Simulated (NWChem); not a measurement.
All runs are NWChem calculations. System: F2Zn, charge 0, spin multiplicity 1, at a geometry optimised with PBE0/def2-SVP. The structure started from a generated list of species. Level: RHF/def2-TZVP.

Input file:

```
start mol
memory heap 200 mb stack 900 mb global 1100 mb
geometry units angstroms nocenter noautoz
  Zn     0.000000     0.000000     0.000000
  F      0.000000     0.000000     1.729963
  F      0.000000     0.000000    -1.729963
  symmetry group D2h
end
basis spherical
  * library def2-tzvp
end
scf
  rhf
  nopen 0
  maxiter 100
  thresh 1e-7
  semidirect memsize 60000000 filesize 0
end
task scf energy
```

Output (cleaned and shortened):

```
             Northwest Computational Chemistry Package (NWChem) 7.3.0
             --------------------------------------------------------

                                NWChem Input Module
                                -------------------

 Scaling coordinates for geometry "geometry" by  1.889725989
 (inverse scale =  0.529177249)

 Turning off AUTOSYM since
 SYMMETRY directive was detected!

                             Geometry "geometry" -> ""
                             -------------------------

 Output coordinates in angstroms (scale by  1.889725989 to convert to a.u.)

  No.       Tag          Charge          X              Y              Z
 ---- ---------------- ---------- -------------- -------------- --------------
    1 Zn                  30.0000     0.00000000     0.00000000     0.00000000
    2 F                    9.0000     0.00000000     0.00000000     1.72996300
    3 F                    9.0000     0.00000000     0.00000000    -1.72996300

 Effective nuclear repulsion energy (a.u.)     177.5687647911

            Nuclear Dipole moment (a.u.)
            ----------------------------
        X                 Y               Z
 ---------------- ---------------- ----------------
     0.0000000000     0.0000000000     0.0000000000

      Symmetry information
      --------------------

 Group name             D2h
 Group number             26
 Group order               8
 No. of unique centers     2

      Symmetry unique atoms

     1    2


 Summary of "ao basis" -> "" (spherical)
 ------------------------------------------------------------------------------
       Tag                 Description            Shells   Functions and Types
 ---------------- ------------------------------  ------  ---------------------
 *                         def2-tzvp                  on all atoms

 Summary of "ao basis" -> "ao basis" (spherical)
 ------------------------------------------------------------------------------
       Tag                 Description            Shells   Functions and Types
 ---------------- ------------------------------  ------  ---------------------
 Zn                        def2-tzvp                16       48   6s5p4d1f
 F                         def2-tzvp                11       31   5s3p2d1f

                                 NWChem SCF Module
                                 -----------------

  ao basis        = "ao basis"
  functions       =   110
  atoms           =     3
  closed shells   =    24
  open shells     =     0
  charge          =   0.00
  wavefunction    = RHF
  use symmetry    = T
  symmetry adapt  = T

 Summary of "ao basis" -> "ao basis" (spherical)
 ------------------------------------------------------------------------------
       Tag                 Description            Shells   Functions and Types
 ---------------- ------------------------------  ------  ---------------------
 Zn                        def2-tzvp                16       48   6s5p4d1f
 F                         def2-tzvp                11       31   5s3p2d1f

      Symmetry analysis of basis
      --------------------------

        ag         28
        au          4
        b1g         7
        b1u        21
        b2g        11
        b2u        14
        b3g        11
        b3u        14

 Forming initial guess at       0.1s

      Superposition of Atomic Density Guess
      -------------------------------------

 Sum of atomic energies:       -1976.64321659

      Non-variational initial energy
      ------------------------------

 Total energy =   -1976.611115
 1-e energy   =   -3116.864814
 2-e energy   =     962.684934
 HOMO         =      -0.610339
 LUMO         =      -0.113497

      Symmetry analysis of molecular orbitals - initial
      -------------------------------------------------

 !! scf_movecs_sym_adapt:   72 vectors were symmetry contaminated

  Symmetry fudging

 !! scf_movecs_sym_adapt:   62 vectors were symmetry contaminated

  Numbering of irreducible representations:

     1 ag          2 au          3 b1g         4 b1u         5 b2g
     6 b2u         7 b3g         8 b3u

  Orbital symmetries:

     1 ag          2 ag          3 b1u         4 b2u         5 b3u
     6 ag          7 b1u         8 ag          9 b1u        10 b3u
    11 b2u        12 ag         13 b1u        14 ag         15 b3g
    16 b2g        17 ag         18 b1g        19 b1u        20 b2u
    21 b3u        22 ag         23 b2g        24 b3g        25 ag
    26 b3u        27 b2u        28 b1u        29 ag         30 b3u
    31 b2u        32 ag         33 b1g        34 b2g

 Starting SCF solution at       1.2s

 ----------------------------------------------
         Quadratically convergent ROHF

 Convergence threshold     :          1.000E-07
 Maximum no. of iterations :          100
 Final Fock-matrix accuracy:          1.000E-09
 ----------------------------------------------

              iter       energy          gnorm     gmax       time
             ----- ------------------- --------- --------- --------
                 1    -1976.7417812921  1.37D+00  3.30D-01      1.2
                 2    -1976.8229882276  3.11D-01  9.21D-02      1.3
                 3    -1976.8281026062  2.97D-02  1.24D-02      1.4
                 4    -1976.8281988949  3.53D-04  8.34D-05      1.5
                 5    -1976.8281989017  4.40D-08  1.58D-08      1.7

       Final RHF  results
       ------------------

         Total SCF energy =  -1976.828198901683
      One-electron energy =  -3117.384858065465
      Two-electron energy =    962.987894372672
 Nuclear repulsion energy =    177.568764791111

        Time for solution =      0.5s

       Symmetry analysis of molecular orbitals - final
       -----------------------------------------------

  Numbering of irreducible representations:

     1 ag          2 au          3 b1g         4 b1u         5 b2g
     6 b2u         7 b3g         8 b3u

  Orbital symmetries:

     1 ag          2 ag          3 b2u         4 b3u         5 b1u
     6 b1u         7 ag          8 ag          9 b3u        10 b2u
    11 b1u        12 ag         13 b1u        14 b2g        15 b3g
    16 ag         17 b1g        18 ag         19 b1u        20 ag
    21 b2u        22 b3u        23 b3g        24 b2g        25 ag
    26 b3u        27 b2u        28 b1u        29 ag         30 b2u
    31 b3u        32 ag         33 b1g        34 b2g

             Final eigenvalues
             -----------------

              1
    1 -353.3782
    2  -44.4357
    3  -39.0029
    4  -39.0029
    5  -38.9956
    6  -26.2323
    7  -26.2323
    8   -5.7181
    9   -3.9262
   10   -3.9262
   11   -3.9219
   12   -1.5100
   13   -1.4995
   14   -0.8768
   15   -0.8768
   16   -0.8722
   17   -0.8722
   18   -0.8686
   19   -0.6054
   20   -0.5996
   21   -0.5973
   22   -0.5973
   23   -0.5784
   24   -0.5784
   25    0.0361
   26    0.0720
   27    0.0720
   28    0.1485
   29    0.2793
   30    0.3037
   31    0.3037
   32    0.3192
   33    0.3192
   34    0.4343

                       ROHF Final Molecular Orbital Analysis
                       -------------------------------------

 Vector   22  Occ=2.000000D+00  E=-5.972548D-01  Symmetry=b3u
              MO Center= -2.6D-16,  7.5D-31,  6.6D-17, r^2= 3.4D+00
   Bfn.  Coefficient  Atom+Function         Bfn.  Coefficient  Atom+Function
  ----- ------------  ---------------      ----- ------------  ---------------
    54      0.336216  2 F  px                85      0.336216  3 F  px
    57      0.294254  2 F  px                88      0.294254  3 F  px
    60      0.203519  2 F  px                91      0.203519  3 F  px

 Vector   23  Occ=2.000000D+00  E=-5.783820D-01  Symmetry=b3g
              MO Center= -2.3D-31,  8.9D-17,  6.6D-17, r^2= 3.3D+00
   Bfn.  Coefficient  Atom+Function         Bfn.  Coefficient  Atom+Function
  ----- ------------  ---------------      ----- ------------  ---------------
    55      0.337158  2 F  py                86     -0.337158  3 F  py
    58      0.296983  2 F  py                89     -0.296983  3 F  py
    61      0.195907  2 F  py                92     -0.195907  3 F  py
    23     -0.152904  1 Zn d -1

 Vector   24  Occ=2.000000D+00  E=-5.783820D-01  Symmetry=b2g
              MO Center= -3.2D-18,  5.8D-34,  9.7D-17, r^2= 3.3D+00
   Bfn.  Coefficient  Atom+Function         Bfn.  Coefficient  Atom+Function
  ----- ------------  ---------------      ----- ------------  ---------------
    54      0.337158  2 F  px                85     -0.337158  3 F  px
    57      0.296983  2 F  px                88     -0.296983  3 F  px
    60      0.195907  2 F  px                91     -0.195907  3 F  px
    25      0.152904  1 Zn d  1

 Vector   25  Occ=0.000000D+00  E= 3.608773D-02  Symmetry=ag
              MO Center=  4.7D-17, -1.6D-21, -1.2D-17, r^2= 4.9D+00
   Bfn.  Coefficient  Atom+Function         Bfn.  Coefficient  Atom+Function
  ----- ------------  ---------------      ----- ------------  ---------------
     6      1.228042  1 Zn s                 53     -0.287789  2 F  s
    84     -0.287789  3 F  s

 Vector   26  Occ=0.000000D+00  E= 7.204565D-02  Symmetry=b3u
              MO Center=  3.9D-16,  4.0D-31, -1.1D-17, r^2= 7.1D+00
   Bfn.  Coefficient  Atom+Function         Bfn.  Coefficient  Atom+Function
  ----- ------------  ---------------      ----- ------------  ---------------
    19      0.996730  1 Zn px                60     -0.156485  2 F  px
    91     -0.156485  3 F  px

 Vector   27  Occ=0.000000D+00  E= 7.204565D-02  Symmetry=b2u
              MO Center=  5.9D-31,  5.4D-16,  4.7D-17, r^2= 7.1D+00
   Bfn.  Coefficient  Atom+Function         Bfn.  Coefficient  Atom+Function
  ----- ------------  ---------------      ----- ------------  ---------------
    20      0.996730  1 Zn py                61     -0.156485  2 F  py
    92     -0.156485  3 F  py

 center of mass
 --------------
 x =   0.00000000 y =   0.00000000 z =   0.00000000

 moments of inertia (a.u.)
 ------------------
         406.086286601976           0.000000000000           0.000000000000
           0.000000000000         406.086286601976           0.000000000000
           0.000000000000           0.000000000000           0.000000000000

  Mulliken analysis of the total density
  --------------------------------------

    Atom       Charge   Shell Charges
 -----------   ------   -------------------------------------------------------
    1 Zn  30    28.76   2.00  2.00  1.17  0.81  0.40  0.00  5.99  4.78  1.25  0.25  0.02  5.48  3.40  1.10  0.11  0.00
    2 F    9     9.62   0.77  1.20  0.59  1.00  0.39  2.23  2.29  1.15  0.00  0.01  0.00
    3 F    9     9.62   0.77  1.20  0.59  1.00  0.39  2.23  2.29  1.15  0.00  0.01  0.00

       Multipole analysis of the density wrt the origin
       ------------------------------------------------

     L   x y z        total         open         nuclear
     -   - - -        -----         ----         -------
     0   0 0 0     -0.000000      0.000000     48.000000

     1   1 0 0      0.000000      0.000000      0.000000
     1   0 1 0      0.000000      0.000000      0.000000
     1   0 0 1      0.000000      0.000000      0.000000

     2   2 0 0    -14.874648      0.000000      0.000000
     2   1 1 0     -0.000000      0.000000      0.000000
     2   1 0 1     -0.000000      0.000000      0.000000
     2   0 2 0    -14.874648      0.000000      0.000000
     2   0 1 1      0.000000      0.000000      0.000000
     2   0 0 2    -27.987357      0.000000    192.372862

 Task  times  cpu:        1.7s     wall:        1.7s

 Total times  cpu:        1.7s     wall:        1.7s
```
